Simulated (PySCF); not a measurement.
## C3H9FSi4: full NMR table

```
Formula                               : C3H9FSi4
SMILES                                : CC#C[Si@H]1[SiH2][Si@@H](F)[SiH2]1
Point group of the computed structure : C1
Degrees of unsaturation               : 3
Carbon signals                        : 3
Proton signals                        : 5
```

Bonds (- single, = double, # triple, : aromatic): C1-C2, C2#C3, C3-Si4, Si4-Si5, Si5-Si6, Si6-F7, Si6-Si8, Si8-Si4. C1 carries H9, H10, H11; Si4 carries H12; Si5 carries H13, H14; Si6 carries H15; Si8 carries H16, H17. Stereochemistry as in CC#C[Si@H]1[SiH2][Si@@H](F)[SiH2]1. H13, H17 are cis to C3 on the ring; H14, H16 are trans to C3 on the ring.

Averaged over atoms made equivalent by symmetry, fast rotation or ring inversion, one conformer, no relativistic terms, gas phase. GFN2-xTB geometry; PBE0/pcSseg-1 with gauge-including orbitals; PySCF.

Scale: TMS for 1H, 13C, 29Si; CFCl3 for 19F (reference shieldings calculated alike).

| carbon | δC, type | δH (multiplicity) | HMBC from (2–3 bonds) | span of the C tensor (ppm) |
| --- | --- | --- | --- | --- |
| C1 | 6.7, CH3 | 2.15 (s) | – | 26 |
| C2 | 120.0, C | – | H12, H9/H10/H11 | 277 |
| C3 | 77.9, C | – | H12, H13/H17, H14/H16, H9/H10/H11 | 248 |

Other nuclei:
```csv
atoms,nucleus,environment,δ (ppm),σ (ppm)
H15,1H,"hydrogen on a silicon bonded to F, 2 Si, in a 4-membered ring",6.79,24.93
H12,1H,"hydrogen on a silicon bonded to C, 2 Si, in a 4-membered ring",5.00,26.72
H13/H17,1H,"hydrogen on a silicon bonded to 2 Si, in a 4-membered ring",4.52,27.20
H14/H16,1H,"hydrogen on a silicon bonded to 2 Si, in a 4-membered ring",4.14,27.58
F7,19F,fluorine bonded to Si,-261.2,432.2
Si6,29Si,"silicon bonded to F, 2 Si, H, in a 4-membered ring",64.1,285.1
Si5/Si8,29Si,"silicon bonded to 2 Si, 2 H, in a 4-membered ring",-78.7,427.8
Si4,29Si,"silicon bonded to C, 2 Si, H, in a 4-membered ring",-83.9,433.0
```

1. Carbon types of the structure: 2 × C, 1 × CH3, leaving 6 H on heteroatoms.
2. δC 120.0, 77.9: alkyne carbon.
3. δC 6.7: propargylic methyl carbon; aliphatic region, no heteroatom directly attached.
4. δH 6.79: hydrogen on a silicon bonded to F, 2 Si, in a 4-membered ring.
5. δH 5.00: hydrogen on a silicon bonded to C, 2 Si, in a 4-membered ring.
6. δH 2.15: hydrogen on a propargylic methyl carbon.

Splittings by 19F in the carbon and heteronuclear signals aren't shown, as no couplings were computed. Shifts are as computed. Against solution values, carbons near 30 ppm lie about +3 ppm off and those near 130 ppm about +5 ppm. Of 1211 compounds with measured shifts, 218 miss one by over three times the rms of a fit or turn the order of signals round; such compounds aren't used in these exercises. Unscaled 19F shifts against computed CFCl3 carry errors that often reach 10 to 50 ppm. Multiplicities follow the n + 1 count of equivalent neighbours, as no J values were calculated; m marks all less simple cases, F and P coupling included.
